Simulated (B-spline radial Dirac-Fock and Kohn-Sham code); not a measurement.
## The Se-like isoelectronic sequence (34 electrons), Z = 48 to 56

These are calculated numbers from a radial atomic solver; the model is ΔSCF Dirac-Fock with Breit, self-energy and vacuum polarisation, finite nucleus, configuration average. Binding energies in eV, tabulated ground configurations ([Ar] 3d10 4s2 4p4 throughout). Electron correlation is not included.

| ion | 2s | 2p1/2 | 3d5/2 | 4s | outermost level | NIST ionisation energy |
| --- | --- | --- | --- | --- | --- | --- |
| Cd¹⁴⁺ | 4379.8 | 4083.9 | 744.4 | 408.1 | 360.2 (4p) | 358 ± 3 |
| In¹⁵⁺ | 4634.4 | 4329.8 | 816.8 | 450.1 | 399.2 (4p) | 396 ± 3 |
| Sn¹⁶⁺ | 4897.4 | 4584.0 | 892.3 | 493.9 | 440.0 (4p) | 437 ± 3 |
| Sb¹⁷⁺ | 5168.9 | 4846.6 | 970.8 | 539.6 | 482.6 (4p) | 479 ± 3 |
| Te¹⁸⁺ | 5448.9 | 5117.6 | 1052.3 | 587.2 | 527.0 (4p) | 522 ± 3 |
| I¹⁹⁺ | 5737.5 | 5397.1 | 1136.9 | 636.8 | 573.2 (4p) | 569 ± 4 |
| Xe²⁰⁺ | ? | ? | ? | ? | ? | ? |
| Cs²¹⁺ | 6340.9 | 5982.0 | 1315.2 | 741.6 | 671.2 (4p) | 666 ± 4 |
| Ba²²⁺ | 6655.9 | 6287.6 | 1408.8 | 796.9 | 722.8 (4p) | 717 ± 4 |

Question: Fill in the row of Xe²⁰⁺.

Answer: 2s 6034.8, 2p1/2 5685.2, 3d5/2 1224.5, 4s 688.2, outermost 621.3 (4p), NIST 616 ± 4 eV.

NIST's values are for the lowest levels; a dash marks a value that is missing or belongs to another shell. Their kind here: theoretical. Where a p, d or f shell is open in either ion the computed value averages over both j values and all terms, while the table refers to the lowest levels; that difference holds spin-orbit splitting (largest in heavy or highly charged ions), term energies where several electrons share open shells, and correlation, and it can reach 10 % or more.
